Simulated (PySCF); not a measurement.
## Heteronuclear NMR

Numbering as in the mapped SMILES `[CH3:1][SiH2:2][C:3]#[C:4][C:5]#[C:6][CH:7]=[O:8]` (H(Xn): hydrogen on atom n).

Relativity neglected, gas phase, one averaged value for each set of equivalent atoms, single conformer. Coordinates at the GFN2-xTB level; GIAO PBE0/pcSseg-1 shieldings; PySCF.

(1) What are the $^{29}$Si shifts?

(2) What are the $^{17}$O shifts?

## Answers

(1) 
```csv
atoms,environment,σ (ppm),δ (ppm)
Si2,"silicon bonded to 2 C, 2 H",416.4,-62.3
```

Shieldings were converted by a linear fit to measured shifts: $^{29}$Si: δ = 279.94 − 0.822σ (rms 8.9 ppm, 72 shifts, 25.8 ppm with the 6 outliers that the fit left out vs TMS, solution or neat liquid). A few per cent of atoms miss by over 2 rms, more outside the fitted compound classes.

On a 500 MHz spectrometer $^{29}$Si resonates near 99.3 MHz, so 1 ppm is 99.3 Hz.

(2) 
| atoms | environment | σ (ppm) | δ (ppm) |
| --- | --- | --- | --- |
| O8 | aldehyde oxygen | -433.1 | 661.2 |

Shieldings were converted by a linear fit to measured shifts: $^{17}$O (scatter 10.7 ppm rms, 12.2 ppm with the 3 outliers that the fit left out vs liquid water, solution or neat liquid). A few per cent of atoms miss by over 2 rms, more outside the fitted compound classes.

On a 600 MHz spectrometer $^{17}$O resonates near 81.3 MHz, so 1 ppm is 81.3 Hz.
